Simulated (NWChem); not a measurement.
System: C3H7FSi; SMILES C1([SiH3])(F)CC1

Parts of the log:

```
             Northwest Computational Chemistry Package (NWChem) 7.3.0
             --------------------------------------------------------

 CS  symmetry detected

                             Geometry "geometry" -> ""
                             -------------------------

 Output coordinates in angstroms (scale by  1.889725989 to convert to a.u.)

  No.       Tag          Charge          X              Y              Z
 ---- ---------------- ---------- -------------- -------------- --------------
    1 F                    9.0000     1.50630296     0.59366043     0.00000000
    2 C                    6.0000     0.16401700     0.29108946     0.00000000
    3 Si                  14.0000    -0.14157776    -1.56840663     0.00000000
    4 C                    6.0000    -0.69872412     1.26028922     0.75026400
    5 C                    6.0000    -0.69872412     1.26028922    -0.75026400
    6 H                    1.0000     0.45741140    -2.19087502    -1.21751300
    7 H                    1.0000    -1.62044308    -1.78908546     0.00000000
    8 H                    1.0000     0.45741140    -2.19087502     1.21751300
    9 H                    1.0000    -0.15940760     2.06884972     1.25098600
   10 H                    1.0000    -1.57480753     0.88893876     1.29003800
   11 H                    1.0000    -0.15940760     2.06884972    -1.25098600
   12 H                    1.0000    -1.57480753     0.88893876    -1.29003800

 Effective nuclear repulsion energy (a.u.)     229.8690665660

      Symmetry information
      --------------------

 Group name             Cs
 Group number              2
 Group order               2
 No. of unique centers     8

                                 NWChem DFT Module
                                 -----------------

 Summary of "ao basis" -> "ao basis" (spherical)
 ------------------------------------------------------------------------------
       Tag                 Description            Shells   Functions and Types
 ---------------- ------------------------------  ------  ---------------------
 F                          def2-svp                 6       14   3s2p1d
 C                          def2-svp                 6       14   3s2p1d
 Si                         def2-svp                 8       18   4s3p1d
 H                          def2-svp                 3        5   2s1p

      Symmetry analysis of basis
      --------------------------

        a'         66
        a"         43

            General Information
            -------------------
          SCF calculation type: DFT
          Wavefunction type:  closed shell.
          No. of atoms     :    12
          No. of electrons :    48
           Alpha electrons :    24
            Beta electrons :    24
          Charge           :     0
          Spin multiplicity:     1
          Use of symmetry is: on ; symmetry adaption is: on
          Maximum number of iterations: 150
          AO basis - number of functions:   109
                     number of shells:    53
          Convergence on energy requested:  1.00D-06
          Convergence on density requested:  1.00D-05
          Convergence on gradient requested:  5.00D-04

              XC Information
              --------------
                         SCAN Method XC Functional
                  SCAN metaGGA Exchange Functional  1.000
                        SCAN Correlation Potential  1.000

             Grid Information
             ----------------
          Grid used for XC integration:  medium
          Radial quadrature: Mura-Knowles
          Angular quadrature: Lebedev.
          Tag              B.-S. Rad. Rad. Pts. Rad. Cut. Ang. Pts.
          ---              ---------- --------- --------- ---------
          F                   0.50       49          10.0       434
          C                   0.70       49          11.0       434
          Si                  1.10       88          11.0       590
          H                   0.35       45          12.0       434
          Grid pruning is: on
          Number of quadrature shells:   415
          Spatial weights used:  Erf1

      Superposition of Atomic Density Guess
      -------------------------------------

 Sum of atomic energies:        -504.40044035

      Non-variational initial energy
      ------------------------------

 Total energy =    -507.182462
 1-e energy   =   -1151.185899
 2-e energy   =     414.134371
 HOMO         =      -0.320746
 LUMO         =       0.076732

      Symmetry analysis of molecular orbitals - initial
      -------------------------------------------------

  Numbering of irreducible representations:

     1 a'          2 a"

  Orbital symmetries:

     1 a'          2 a'          3 a'          4 a"          5 a'
     6 a'          7 a'          8 a"          9 a'         10 a'
    11 a'         12 a"         13 a'         14 a'         15 a'
    16 a'         17 a"         18 a'         19 a'         20 a"
    21 a"         22 a'         23 a"         24 a'         25 a'
    26 a'         27 a"         28 a'         29 a'         30 a"
    31 a'         32 a"         33 a'         34 a"

     ---------------------------------------------
      Total Density - Mulliken Population Analysis
     ---------------------------------------------

    Atom       Charge   Shell Charges
 -----------   ------   -------------------------------------------------------
    1 F    9     9.42   1.99  1.14  0.78  3.45  2.06  0.00
    2 C    6     5.87   1.99  0.93  0.38  1.72  0.78  0.07
    3 Si  14    13.55   2.00  1.99  1.01  0.28  5.94  1.14  1.06  0.13
    4 C    6     6.23   1.99  0.96  0.26  2.04  0.95  0.03
    5 C    6     6.23   1.99  0.96  0.26  2.04  0.95  0.03
    6 H    1     1.08   0.70  0.37  0.01
    7 H    1     1.07   0.69  0.37  0.01
    8 H    1     1.08   0.70  0.37  0.01
    9 H    1     0.87   0.66  0.19  0.02
   10 H    1     0.87   0.66  0.19  0.02
   11 H    1     0.87   0.66  0.19  0.02
   12 H    1     0.87   0.66  0.19  0.02

   convergence    iter        energy       DeltaE   RMS-Dens  Diis-err
 ---------------- ----- ----------------- --------- --------- ---------
 d= 0,ls=0.0,diis     1   -507.4277818576 -7.37D+02  1.12D-02  5.10D-01
 d= 0,ls=0.0,diis     2   -507.4081748066  1.96D-02  6.70D-03  8.47D-01
 d= 0,ls=0.0,diis     3   -507.4844927113 -7.63D-02  1.32D-03  4.67D-02
 d= 0,ls=0.0,diis     4   -507.4885360821 -4.04D-03  4.24D-04  1.74D-03
 d= 0,ls=0.0,diis     5   -507.4887007094 -1.65D-04  1.60D-04  3.69D-04
  Resetting Diis
 d= 0,ls=0.0,diis     6   -507.4887493057 -4.86D-05  2.76D-05  6.64D-06
 d= 0,ls=0.0,diis     7   -507.4887501322 -8.26D-07  1.80D-05  9.50D-07
 d= 0,ls=0.0,diis     8   -507.4887500465  8.57D-08  1.04D-05  1.61D-06
 d= 0,ls=0.0,diis     9   -507.4887502572 -2.11D-07  1.19D-06  1.45D-08

         Total DFT energy =     -507.488750257189
      One electron energy =    -1155.109974621484
           Coulomb energy =      467.931000499008
    Exchange-Corr. energy =      -50.178842700712
 Nuclear repulsion energy =      229.869066565999

 Numeric. integr. density =       47.999972278883

                  Occupations of the irreducible representations
                  ----------------------------------------------

                     irrep           alpha         beta
                     --------     --------     --------
                     a'               17.0         17.0
                     a"                7.0          7.0

                       DFT Final Molecular Orbital Analysis
                       ------------------------------------

 Vector   22  Occ=2.000000D+00  E=-3.223185D-01  Symmetry=a'
              MO Center= -5.9D-01, -1.5D+00, -3.7D-15, r^2= 3.1D+00
   Bfn.  Coefficient  Atom+Function         Bfn.  Coefficient  Atom+Function
  ----- ------------  ---------------      ----- ------------  ---------------
    80      0.370448   7 H  s                36     -0.277477   3 Si px
    81      0.212200   7 H  s                 5      0.186655   1 F  py
    39     -0.176987   3 Si px               75     -0.169248   6 H  s
    85     -0.169248   8 H  s                33      0.157044   3 Si px
     8     -0.134159   1 F  py               76     -0.102142   6 H  s

[...]

                         DFT ENERGY GRADIENTS

    atom               coordinates                        gradient
                 x          y          z           x          y          z
   1 F       2.846500   1.121856   0.000000   -0.004136  -0.001262   0.000000
   2 C       0.309947   0.550079   0.000000    0.005166   0.003511   0.000000
   3 Si     -0.267543  -2.963859   0.000000   -0.000328  -0.001182   0.000000
   4 C      -1.320397   2.381601   1.417793    0.000280  -0.000806  -0.001245
   5 C      -1.320397   2.381601  -1.417793    0.000280  -0.000806   0.001245
   6 H       0.864382  -4.140153  -2.300766    0.000344  -0.000329  -0.000645
   7 H      -3.062193  -3.380881   0.000000   -0.000883  -0.000326   0.000000
   8 H       0.864382  -4.140153   2.300766    0.000344  -0.000329   0.000645
   9 H      -0.301237   3.909559   2.364021    0.000306   0.000910   0.000779
  10 H      -2.975955   1.679851   2.437818   -0.000840  -0.000146   0.000572
  11 H      -0.301237   3.909559  -2.364021    0.000306   0.000910  -0.000779
  12 H      -2.975955   1.679851  -2.437818   -0.000840  -0.000146  -0.000572
```

Level: SCAN/def2-SVP. Geometry: optimised at PBE0/def2-SVP. Not confirmed as a minimum by frequencies.

Task: Write an input that gives this output.

Result: One answer among several that fit: the input that was run:
```
start job
memory heap 200 mb stack 900 mb global 1100 mb
geometry units angstroms noautoz
  F      1.502708     0.615992     0.000000
  C      0.162253     0.305410     0.000000
  Si    -0.132231    -1.555878     0.000000
  C     -0.706261     1.269440     0.750264
  C     -0.706261     1.269440    -0.750264
  H      0.470465    -2.174758    -1.217513
  H     -1.609752    -1.785385     0.000000
  H      0.470465    -2.174758     1.217513
  H     -0.171783     2.081207     1.250986
  H     -1.580111     0.892864     1.290038
  H     -0.171783     2.081207    -1.250986
  H     -1.580111     0.892864    -1.290038
end
basis spherical
  * library def2-svp
end
dft
  xc scan
  iterations 150
  mulliken
end
task dft gradient
```
